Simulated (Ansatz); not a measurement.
Consider the redistribution: `[MgH][Cl]` + `CB(N)O[SiH3]` → `[MgH][O][SiH3]` + `CB(N)Cl`.

Isolated molecules relaxed with PBE0-D4/def2-TZVP in Ansatz; ΔE leaves out vibrations. CCSD(T)/CBS adds triple-zeta CCSD(T) − MP2 to the extrapolated MP2 energy (def2 sets, frozen cores). This one scheme is used for every species. DFT in def2-TZVPP. For Mg outer-core shells are correlated without core-valence functions, which leaves a few kJ/mol of doubt a bond. Each species was taken in one conformer, which may not be the lowest.

`[MgH][Cl]`:

Z-matrix (Å, degrees):
```
Mg
Cl 1 2.187
H 1 1.686 2 179.9
```

`CB(N)O[SiH3]`:

Z-matrix (Å, degrees):
```
C
B 1 1.577
H 1 1.095 2 110.8
H 1 1.095 2 110.8 3 117.7
H 1 1.092 2 113.5 3 -121.2
N 2 1.401 1 122.1 3 121.0
O 2 1.382 1 121.2 3 -59.0
H 6 1.003 2 123.2 1 0.0
H 6 1.005 2 122.2 1 -179.9
Si 7 1.638 2 132.9 1 0.0
H 10 1.488 7 111.1 2 -60.4
H 10 1.488 7 111.1 2 60.5
H 10 1.483 7 107.5 2 -179.9
```

`[MgH][O][SiH3]`:

```xyz
7

Mg   -0.238    1.884    1.103
O    -0.045    0.344    0.202
Si    0.131   -1.038   -0.608
H    -0.420    3.332    1.949
H     0.410   -0.793   -2.054
H     1.262   -1.849   -0.066
H    -1.100   -1.879   -0.527
```

`CB(N)Cl`:

Z-matrix (Å, degrees):
```
C
B 1 1.563
H 1 1.094 2 110.4
H 1 1.093 2 113.2 3 -121.5
H 1 1.094 2 110.4 3 117.0
N 2 1.389 1 124.0 3 121.5
Cl 2 1.786 1 119.1 3 -58.5
H 6 1.005 2 123.0 1 180.0
H 6 1.005 2 122.4 1 0.0
```

```csv
level,ΔE (kJ/mol)
revPBE,64.2
MP2/def2-TZVPP,64.8
```

What does CCSD(T)/CBS give? (An estimate is asked.)

Ansatz gave: +67.4 kJ/mol. The listed levels differ from it by -3.2, -2.6 kJ/mol.

What do rigid-rotor, harmonic-oscillator terms from PBE0-D4/def2-TZVP frequencies (298.15 K, 1 bar) make of the CCSD(T)/CBS value? (Estimate.)

Computed: ΔZPE = -2.3 kJ/mol, ΔH = +64.6 kJ/mol, ΔS = 6 J/(mol·K), ΔG = +62.9 kJ/mol.

Largest T1 diagnostic among the species: 0.011.

From BLYP to BHLYP (50 % exact exchange), in def2-TZVPP and without D4, ΔE moves by +13.0 kJ/mol. Leaving LDA and LC-ωPBE aside and taking each functional with its dispersion term where it has one, the values, not all of them listed here, spread over 15.4 kJ/mol, from revPBE-D4 to BHLYP-D4. LDA lies +5.6 kJ/mol from PBE without D4. In def2-TZVPP, CCSD(T) changes the Hartree–Fock value by −19.7 kJ/mol (the triples alone add −2.5 kJ/mol) and MP2 by −24.7 kJ/mol.
